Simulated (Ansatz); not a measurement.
Cl2F2Ge (`[F][Ge]([F])([Cl])[Cl]`). The species carries charge 0 and has multiplicity 1. Correlated methods include outer-core shells of Ge, which these sets cover unevenly. Scalar relativity is left out up to krypton.

```xyz
5

F     1.478   -0.660    0.628
Ge    0.007   -0.044    0.026
F    -1.193   -1.178    0.451
Cl    0.118    0.095   -2.063
Cl   -0.410    1.788    0.957
```

Give the diagnostics of a CCSD(T)/def2-TZVPP run (frozen core, Ansatz 0.2.0). (Estimate.)

Ansatz gave: T1 = 0.0111, largest single amplitude 0.027, largest double 0.028, (T) share of the correlation energy 3.5 %, 9 CCSD cycles. The RHF solution is stable towards an unrestricted one. T1 lies under the customary mark of 0.02 for closed shells.
